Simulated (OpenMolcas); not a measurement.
**Lines of Ir+: computed and rescaled rates**

| Property | Result |
| --- | --- |
| Program | OpenMolcas 26.06 |
| Method | MS-CASPT2, IPEA 0.25 Eh, imaginary shift 0.1 Eh (closed shells correlated: 5s 5p) |
| Basis | ANO-RCC-VTZP [8s7p5d3f1g] |
| Scalar Hamiltonian | DKH2, point nucleus |
| Active space | 8 electrons in 6 orbitals (5d 6s) |
| State averaging | 2S+1 = 5 even, 15 roots; 2S+1 = 3 even, 75 roots kept (CI in the orbitals of an earlier block); 2S+1 = 1 even, 49 roots kept (CI in the orbitals of an earlier block) |
| Spin-orbit coupling | state interaction with AMFI integrals over the reference wave functions, term energies averaged over their components |

Rates come from the transition moments of the reference wave functions (E1 and E2 in the length form). At fixed line strength A goes as λ^-3 for E1 and M1 and as λ^-5 for E2, so a rate at the computed wavelength can be rescaled to the measured one. Measured vacuum wavelengths follow from level energies in NIST Handbook of Basic Atomic Spectroscopic Data. Branching counts decays inside the model space alone, at computed energies, and the table is only a selection of the M1 lines, drawn from those between levels with measured partners whose computed energy lies within a factor of 1.5 of the measured one.

```tsv
Upper	Lower	Type	λ computed (nm)	λ measured (nm)	A computed (s-1)	A rescaled (s-1)	Branching %
5d7 6s 3G5 [68 %]	5d7 6s 5F5	M1	543.4	572.2	2.03e+01		92.2
5d8 3F3	5d8 3F4 [69 %]	M1	1215	1305	1.27e+01	1.02e+01	93.5
5d7 6s 5F4 [65 %]	5d7 6s 5F5	M1	1982	2089	3.39e+00	2.90e+00	100.0
5d7 6s 5F3	5d7 6s 5F4 [65 %]	M1	2589	2942	2.79e+00	1.90e+00	74.2
5d7 6s 5P3	5d7 6s 5F4 [65 %]	M1	1082	1262	2.00e+00		60.2
5d7 6s 5F3	5d8 3F4 [69 %]	M1	2086	1688	9.05e-01		24.1
```

Spin-changing lines and M1 lines between different terms are not rescaled, since their strength hangs on the term gaps too.

The largest correction is for 5d7 6s 5F3 → 5d7 6s 5F4 [65 %] (M1): 2.79e+00 × (2589 / 2942)^3 = 1.90e+00 s-1, a factor of 0.68.

The computed rate and branching of 5d7 6s 5F4 [65 %] → 5d7 6s 5F5 give the upper level a radiative lifetime of 1.000 / 3.39e+00 s-1 = 2.95e-01 s, counting decays inside the model space alone. The rescaled rate gives about 3.5e-01 s.

These are rates of the free ion; in crystals, glasses and complexes forced electric-dipole and non-radiative decay shorten such lifetimes by orders of magnitude. No measured rate stands beside these. Rescaling mends the energy factor alone: line strengths can still be far off where a level mixes with configurations outside the active space, and weak or spin-changing lines hang on small mixing coefficients that depend on the term gaps too, so rescaling need not improve them.

Term energies are means over components that CASPT2 splits; among the terms shown or strongly mixed into the levels shown the widest spread is 880 cm-1 (5d7 6s 5F). Blocks of more than 70 roots (2S+1 = 3 even) ran without multistate coupling. Some levels mix across a computed gap that differs much from the measured one, so their mixing is not that of the real levels. Terms from blocks run as CI alone lack orbitals of their own. Configurations are named by rounded mean occupations; where the s occupation lies near a half they are strongly mixed, a name can repeat and a true partner stay unpaired. A single d shell beside an s shell can misplace configurations of different d count against each other. Computed and measured levels are paired by configuration, term and J; levels that our copy of the source lacks, or whose pairing is in doubt (as where it misses far off the trend of its configuration), stay unpaired. Only configurations of the active space appear.

A share in square brackets marks a mixed level and gives the weight of the term that names it.
